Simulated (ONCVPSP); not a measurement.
**Configuration tests for P (ONCV)**

phosphorus (P), optimised norm-conserving Vanderbilt (ONCV), made with ONCVPSP 4.0.1 (LDA (Perdew-Wang 92), fully relativistic). Core [Ne], reference 3s2 3p3. Waves: 3s: rc 1.25 bohr, ncon 4, nbas 8, qcut 6 1/bohr, 2 projectors, debl 3.8 Ha; 3p: rc 1.25 bohr, ncon 5, nbas 8, qcut 7.9 1/bohr, local. Local part: the p channel. Core correction: Teter function, fcfact 4, rcfact 1.25.

Open shells are filled in proportion to 2j + 1.

Energies are relative to the spin-unpolarised reference configuration 3s2 3p3; without spin polarisation the order of configurations can differ from experiment. The p channel is local and has no spin–orbit splitting in the pseudo-atom.

Give the all-electron excitation energy and the error of the potential for: 3s2 3p2; 3s2 3p1; 3s2 3p0; 3s1 3p0.

| valence configuration | charge | ΔE all-electron (eV) | error AE − PS (meV) |
| --- | --- | --- | --- |
| 3s2 3p2 | +1 | 9.815 | +4.2 |
| 3s2 3p1 | +2 | 29.059 | +21 |
| 3s2 3p0 | +3 | 58.949 | +47 |
| 3s1 3p0 | +4 | 111.133 | +172 |

Note: ghosts flagged at negative energy: s at -119.6 eV; no localised positive-energy state flagged. A true bound ghost makes a file unfit for plane-wave use.
